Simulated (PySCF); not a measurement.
From one molecule to another.

First species: C5H9N2S (charge +1).
Numbering: `[CH3:1][S:2][c:3]1[nH+:4][cH:5][nH:6][c:7]1[CH3:8]` (hydrogens: H9, H10, H11 on C1; H12 on N4; H13 on C5; H14 on N6; H15, H16, H17 on C8)

Cartesian coordinates in Å at the GFN2-xTB level; atoms count from 1:
```xyz
17
C5H9N2S angstrom
C      2.5941    0.4705   -0.1491
S      1.7031   -0.7301   -1.1730
C      0.0725   -0.6865   -0.5616
N     -0.7544   -1.7354   -0.8913
C     -1.9657   -1.5357   -0.3778
N     -1.9344   -0.3843    0.2813
C     -0.6915    0.1875    0.1930
C     -0.4055    1.5031    0.8132
H      3.6325    0.3810   -0.4567
H      2.2415    1.4760   -0.3455
H      2.5024    0.2014    0.8971
H     -0.4643   -2.5217   -1.4567
H     -2.8113   -2.1862   -0.4815
H     -2.7130    0.0295    0.7777
H      0.3988    1.4364    1.5423
H     -0.1200    2.2329    0.0573
H     -1.2920    1.8736    1.3213
```

Second species: C₅H₉OP.
SMILES: `C#C[P@@](C)(=O)CC`

Levels: wB97X-D/def2-SVPD for HOMO energy, LUMO energy, HOMO–LUMO gap, static isotropic polarisability and electronic spatial extent ⟨r²⟩ about the centre of nuclear charge; TDDFT wB97X-D/def2-SVPD for lowest singlet excitation; TDA wB97X-D/def2-SVPD for lowest triplet excitation (Tamm–Dancoff); GFN2-xTB for rotational constant A and rotational constant C. Geometries: GFN2-xTB. Each structure is a single optimised conformer of the isolated species, non-relativistic unless stated; the electronic structure was computed with PySCF and density fitting.

The conformers computed, where there is a choice (atom-mapped SMILES and torsion angles):
- `[CH3:1][S:2][c:3]1[nH+:4][cH:5][nH:6][c:7]1[CH3:8]`: C1–S2–C3–N4 -163°
- `[CH:1]#[C:2][P@@:3]([CH3:4])(=[O:5])[CH2:6][CH3:7]`: C2–P3–C6–C7 180°

(1) Which has the higher rotational constant A?

(2) Which of the two has the higher S1 energy, and by how much?

(3) Which of the two has the higher ⟨r²⟩, and by how much?

(4) Which has the higher LUMO energy?

(5) Which has the higher static isotropic polarisability?

(6) Which has the higher HOMO–LUMO gap?

(7) Which of the two has the higher rotational constant C, and by how much?

(8) Which of the two has the higher T1 energy, and by how much?

Answers

(1) The second: 3.180 GHz against 2.897 GHz, a difference of 0.283 GHz.

(2) The second: 6.24 eV against 4.89 eV, a difference of 1.35 eV.

(3) The first: 1158 bohr² against 981 bohr², a difference of 177 bohr².

(4) The second: 1.57 eV against -3.37 eV, a difference of 4.94 eV.

(5) The first: 87.1 au against 83.5 au, a difference of 3.6 au.

(6) The second: 11.22 eV against 8.80 eV, a difference of 2.42 eV.

(7) The second: 1.438 GHz against 0.980 GHz, a difference of 0.458 GHz.

(8) The second: 5.20 eV against 3.76 eV, a difference of 1.44 eV.

On the first: S1 lies 3.91 eV below the HOMO–LUMO gap; its leading configuration is HOMO→LUMO, weight 0.96. The principal polarisabilities are 57.3, 91.6 and 112.4 au; their mean is the isotropic value.

On the second: The vertical singlet–triplet gap S1 − T1 is 1.04 eV (TDDFT singlet less Tamm–Dancoff triplet). S1 lies 4.98 eV below the HOMO–LUMO gap; its leading configuration is HOMO−2→LUMO, weight 0.43.
